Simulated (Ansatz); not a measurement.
Reactions of `C[Se]B[SiH3]`.

Isolated molecules relaxed with PBE0-D4/def2-TZVP in Ansatz; ΔE leaves out vibrations. CBS: MP2 limit from def2 TZ/QZ plus the TZ coupled-cluster correction, frozen cores. This one scheme is used for every species. Functionals use def2-TZVPP. def2 core potentials past Kr. For In, Se outer-core shells are correlated without core-valence functions, which leaves a few kJ/mol of doubt a bond. Scalar relativity is left out up to krypton. One conformer a species, not always the lowest.

```json
{"reaction": "`C[Se]B[SiH3]` + `O=C(O)O` → `O=C(O)O[SiH3]` + `B[Se]C`", "B2PLYP (kJ/mol)": "-92", "PBE-D4 (kJ/mol)": "-65", "CCSD(T)/CBS(def2) (kJ/mol)": "-88"}
{"reaction": "`C[Se]B[SiH3]` + `C[NH][In]([F])[F]` → `C[Se][In]([F])[F]` + `CNB[SiH3]`", "B2PLYP (kJ/mol)": "-160", "PBE-D4 (kJ/mol)": "-157", "CCSD(T)/CBS(def2) (kJ/mol)": "-151"}
{"reaction": "`C[Se]B[SiH3]` + `OCO` → `OCOB[SiH3]` + `C[SeH]`", "B2PLYP (kJ/mol)": "-26", "PBE-D4 (kJ/mol)": "-15", "CCSD(T)/CBS(def2) (kJ/mol)": "-19"}
{"reaction": "`C[Se]B[SiH3]` + `[OH][In]([SH])[Cl]` → `[SiH3][O][In]([SH])[Cl]` + `B[Se]C`", "B2PLYP (kJ/mol)": "-111", "PBE-D4 (kJ/mol)": "-80", "CCSD(T)/CBS(def2) (kJ/mol)": "-108"}
```

Largest T1 diagnostic: 0.016, for `C[NH][In]([F])[F]`.
